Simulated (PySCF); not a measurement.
C6H5Br, SMILES Brc1ccccc1, singlet (GFN2-xTB optimised geometry):

```
12

Br    -1.599    -2.504     0.000
C     -0.666    -0.839     0.000
C     -1.388     0.341     0.000
C     -0.705     1.545     0.000
C      0.680     1.562     0.000
C      1.388     0.372     0.000
C      0.718    -0.839     0.000
H     -2.467     0.319     0.000
H     -1.260     2.471     0.000
H      1.208     2.504     0.000
H      2.467     0.382     0.000
H      1.262    -1.771     0.000
```

Method: B3LYP/def2-TZVP (PySCF).

Problem. What are the frontier orbital energies and the dipole moment?

Solution. HOMO-2 -8.01 eV, HOMO-1 -7.49 eV, HOMO -6.88 eV, LUMO -0.76 eV, LUMO+1 -0.74 eV; dipole moment 1.83 D.

On the same geometry PBE/def2-TZVP (PySCF) gives HOMO-2 -6.96 eV, HOMO-1 -6.72 eV, HOMO -6.07 eV, LUMO -1.49 eV, LUMO+1 -1.45 eV; dipole moment 1.75 D.

Meta-Löwdin charges at B3LYP/def2-TZVP: Br1 -0.05, C2 0.00, C3 -0.12, C4 -0.11, C5 -0.12, C6 -0.11, C7 -0.12, H8 0.13, H9 0.12, H10 0.12, H11 0.12, H12 0.13.
